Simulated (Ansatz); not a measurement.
Two isomers of C2H6ClFSi: A = `FC([SiH3])CCl`, B = `FC(Cl)C[SiH3]`.

Gas-phase electronic energies from Ansatz, PBE0-D4/def2-TZVP geometries. CCSD(T)/CBS adds triple-zeta CCSD(T) − MP2 to the extrapolated MP2 energy (def2 sets, frozen cores). Functionals use def2-TZVPP. B3LYP here is the variant with VWN-RPA as its local correlation; programs differ in this. One conformer a species, not always the lowest.

**Question.** Which is lower in electronic energy at CCSD(T)/CBS, and by how much? (An estimate is asked.)

**Answer.** The calculation gave: B, by 7.8 kcal/mol.

**Question.** Give E(B) − E(A) in kcal/mol with PBE-D4, B3LYP, r2SCAN-D4, MP2/def2-TZVPP, ωB97M-V, CCSD/def2-TZVPP, HF/def2-TZVPP. (An estimate is asked.)

**Answer.** Computed: PBE-D4 -7.9, B3LYP -7.3, r2SCAN-D4 -8.6, MP2/def2-TZVPP -8.9, ωB97M-V -8.1, CCSD/def2-TZVPP -8.0, HF/def2-TZVPP -7.4. None reverses the order clearly.

Largest T1 diagnostic: 0.011.

In def2-TZVPP, CCSD(T) changes the Hartree–Fock value by −0.8 kcal/mol (the triples alone add −0.2 kcal/mol) and MP2 by −1.5 kcal/mol.
